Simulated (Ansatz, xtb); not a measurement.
Spectroscopic constants of HfAs, multiplicity 2 (lowest of 2S+1 = 2, 4, 6, 8 at PBE0/def2-TZVPP; our sources give no spin for the ground state, which may be another). No spin–orbit coupling. As is treated without relativity.

Constants: fifth-degree fit in 1/R to seven points, most abundant isotopes. Runs in def2 and cc sets follow the lowest solution found near the PBE0 minimum.

The values were computed with Ansatz (a program for electronic structure) with Gaussian orbitals; xtb for the GFN methods.  In def2 rows elements past Kr take small-core potentials, without spin–orbit coupling. The GFN methods have no spin term and hold the electronic entropy of 300 K.

```tsv
level	r_e (Å)	ω_e (cm⁻¹)	B_e (cm⁻¹)	ω_e x_e (cm⁻¹)	dipole (D)
GFN1-xTB	2.346	440	0.0579	1.0	-
GFN2-xTB	2.340	390	0.0582	1.2	-
SVWN5/def2-TZVPP	2.301	336	0.0602	0.55	4.39
PBE/def2-TZVPP	2.325	326	0.0589	0.55	4.45
B3LYP/def2-TZVPP	2.321	331	0.0592	0.55	4.63
PBE0/def2-TZVPP	2.301	345	0.0602	0.53	4.97
wB97X-V/def2-TZVPP	2.286	357	0.0610	0.54	5.23
wB97M-V/def2-TZVPP	2.295	349	0.0605	0.54	4.78
```
